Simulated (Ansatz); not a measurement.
Start from `CC(C)(C)[CH2][Ga]([Cl])[Cl]` and change one atom or group to get `CCC(C)(C)C`.

Ansatz, PBE0-D4/def2-TZVP geometries, multiplicity 1. Each molecule was computed in one conformer, which needn't be the lowest.

Scalar relativity is left out up to krypton.

```json
{"property": "LUMO energy (B3LYP/def2-TZVPP) / eV", "`CC(C)(C)[CH2][Ga]([Cl])[Cl]`": "-1.34"}
{"property": "LUMO energy (ωB97M-V/def2-TZVPP) / eV", "`CC(C)(C)[CH2][Ga]([Cl])[Cl]`": "0.65"}
{"property": "HOMO–LUMO gap (ωB97M-V/def2-TZVPP) / eV", "`CC(C)(C)[CH2][Ga]([Cl])[Cl]`": "11.07"}
{"property": "LUMO energy (PBE0/def2-TZVPP) / eV", "`CC(C)(C)[CH2][Ga]([Cl])[Cl]`": "-1.10"}
{"property": "HOMO energy (PBE/def2-TZVPP) / eV", "`CC(C)(C)[CH2][Ga]([Cl])[Cl]`": "-7.04"}
{"property": "HOMO–LUMO gap (PBE/def2-TZVPP) / eV", "`CC(C)(C)[CH2][Ga]([Cl])[Cl]`": "5.13"}
```

Task: Give the same properties after the change, and the shifts. (An estimate is asked.)

Result: Ansatz gave: 
```csv
property,`CCC(C)(C)C`,shift
LUMO energy (B3LYP/def2-TZVPP) / eV,0.71,2.05
LUMO energy (ωB97M-V/def2-TZVPP) / eV,2.45,1.80
HOMO–LUMO gap (ωB97M-V/def2-TZVPP) / eV,13.40,2.33
LUMO energy (PBE0/def2-TZVPP) / eV,1.04,2.14
HOMO energy (PBE/def2-TZVPP) / eV,-7.33,-0.29
HOMO–LUMO gap (PBE/def2-TZVPP) / eV,7.58,2.45
```

With PBE0 the HOMO falls by 0.38 eV and the LUMO rises by 2.14 eV, so the gap widens by about 2.52 eV. PBE moves the HOMO by -0.29 eV and ωB97M-V by -0.53 eV.

Positive LUMOs are unbound, so they and the gaps depend on the basis.

B3LYP here is the variant with VWN-RPA as its local correlation; programs differ in this.
